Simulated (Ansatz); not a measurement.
System: Ge, charge 0, triplet.

Total energies in cc-pV5Z, 4 correlated electrons, 14 frozen orbitals. Open shells are spin-unrestricted; no spin-orbit coupling. Correlated methods leave the cores frozen (noble-gas shells, and filled d and f shells in the p block). No relativity.

```
method    program  energy (Eh)  minus CCSDT(Q) (mEh)
--------  -------  -----------  --------------------
HF         Ansatz  -2075.36384                 70.68
MP2        Ansatz  -2075.41909                 15.44
CCSD       Ansatz  -2075.43181                  2.72
CCSD(T)    Ansatz  -2075.43402                  0.51
CCSDT(Q)   Ansatz  -2075.43452                  0.00
```

Ansatz is a quantum-chemistry and plane-wave program.
